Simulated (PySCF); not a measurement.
# How methods differ on the ionisation energy of Br²³⁺

Br²³⁺ [Ne] 3s2 → Br²⁴⁺ [Ne] 3s1 [3s1/2^1, M_J = 1/2], as a difference of total energies. All numbers are calculated (PySCF 2.14, the two-component X2C-1e Hamiltonian, in an even-tempered Gaussian basis (19 s from 3 bohr⁻², ratio 2.4; 13 p from 3.8 bohr⁻², ratio 2.4; 5 d from 13 bohr⁻², ratio 2.6; 4 f from 20 bohr⁻², ratio 2.6)). Correlated levels: 1s2 frozen; the 52 highest virtual spinors dropped. "Screened" scales the spin-orbit matrix elements by Boettger's factors to mimic the two-electron term; Breit and QED terms are absent.

| method | ionisation energy (eV) |
| --- | --- |
| GHF (screened spin-orbit) | 1065.9 |
| GMP2 (screened spin-orbit) | 1068.7 |

Q: How much does correlation contribute at GMP2 (screened spin-orbit)?

A: 1068.7 − (1065.9) = 2.8 eV, measured against GHF (screened spin-orbit).

Breit and QED terms and the two-electron picture change are absent.

For comparison: 1070.6 ± 1.4 eV (semi-empirical (NIST evaluation); NIST Atomic Spectra Database, ionization energies).
